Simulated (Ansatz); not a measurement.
The cluster Ag₃⁻. Charge -1, multiplicity 3. Geometry PBE-D4/def2-TZVPD; atoms count from 1.

```xyz
3

Ag    0.342   -1.435    0.614
Ag    0.322    0.312   -1.534
Ag   -0.664    1.123    0.920
```

In the def2 sets Ag takes a core potential; there is no spin–orbit coupling. At PBE0-D4/def2-TZVPD a singlet of charge -1 lies 0.64 eV below the triplet, each at its own geometry. The structure comes from a short search, and lower isomers may exist.

Estimate the Mulliken populations from the PBE0/def2-TZVPD orbitals of Ansatz.


| atom | charge (e) | spin (α − β) | d electrons |
| --- | --- | --- | --- |
| Ag1 | -0.33 | 0.67 | 9.93 |
| Ag2 | -0.33 | 0.67 | 9.93 |
| Ag3 | -0.33 | 0.67 | 9.93 |
Mulliken values and Mayer orders depend strongly on the basis. With diffuse functions, as here, like atoms can get unlike values, and bond orders can come out too low or too high.

Where does the spin sit?

Summed by element: Ag 2.00, of 2 unpaired in all. Largest on single atoms: Ag2 0.67, Ag1 0.67, Ag3 0.67.

And the Mayer bond orders between bonded heavy atoms (over 0.3)?

Ag1–Ag2 0.71 (2.77 Å); Ag1–Ag3 0.71 (2.77 Å); Ag2–Ag3 0.71 (2.77 Å).
